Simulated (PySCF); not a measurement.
# Constants of AlBr, step by step

State: ¹Σ⁺, singlet, closed shell. De refers to Al + Br. RHF-based CCSD(T) in PySCF 2.14 with Al cc-pV(T+d)Z, Br cc-pVTZ-PP with ECP10 and Al cc-pV(Q+d)Z, Br cc-pVQZ-PP with ECP10 (frozen core orbitals: 14; scalar-relativistic core potentials). Correlation energies are extrapolated as n⁻³ (n = 3, 4), Hartree–Fock as (n+1)·exp(−9√n). CV is the change on freezing 5 orbitals instead, in Al cc-pwCVTZ, Br cc-pwCVTZ-PP with ECP10.

```csv
Level,Re (Å),ωe (cm⁻¹),ωexe (cm⁻¹),αe (cm⁻¹),De (eV)
CCSD(T)/TZ,2.3161,379.3,1.26,0.000797,4.479
CCSD(T)/QZ,2.3088,378.4,1.33,0.000837,4.608
HF/CBS,2.3187,368.4,1.38,0.000871,3.484
MP2/CBS,2.3043,379.3,1.36,0.000851,4.844
CCSD/CBS,2.3041,379.5,1.37,0.000855,4.569
CCSD(T)/CBS,2.3059,378.3,1.36,0.000852,4.704
CCSD(T)/CBS+CV,2.2953,379.9,1.37,0.000865,4.743
```

Problem. How much is left between CCSD(T)/QZ and the basis-set limit, and how much do the triples give at the limit?

Solution. CCSD(T)/CBS less CCSD(T)/QZ: -2.9 mÅ in Re, -0.1 cm⁻¹ in ωe and +0.096 eV in De. CCSD(T)/CBS less CCSD/CBS: +1.8 mÅ in Re, -1.2 cm⁻¹ in ωe and +0.135 eV in De.

Problem. What do the later terms add?

Solution. CV: -10.6 mÅ in Re, +1.6 cm⁻¹ in ωe and +0.039 eV in De, each against the row above.

The T1 diagnostic is 0.013. The open-shell atoms are computed with UHF. Spin–orbit coupling, excitations beyond (T) and corrections to the Born–Oppenheimer picture are left out.

The whole job (state search and all basis sets along the bond) took about 17 min on 4 threads of Intel Xeon Platinum 8259CL @ 2.50GHz (shared host), peak memory 6.6 GiB.
